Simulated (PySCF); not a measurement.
Vertical excitations of a molecule C4H4O2 from TDA-LC-ωPBE/def2-SVPD (PySCF), as energy in eV (oscillator strength): 6.02 (0.000), 6.57 (0.248), 7.03 (0.010), 7.39 (0.049), 7.63 (0.006), 7.88 (0.018), 8.18 (0.006), 8.44 (0.119), 8.58 (0.027), 8.83 (0.007). Lowest triplet (TDA): 3.94 eV. The structure is a stationary point at PBE0-D3(BJ)/def2-SVP. Other conformers were not sampled.

Question: Which molecule gave these data?
A) Oc1ccco1
B) O=C1CC(=O)C1
C) C=C1OC=CO1
D) C=C1OCC1=O

Answer: A, Oc1ccco1
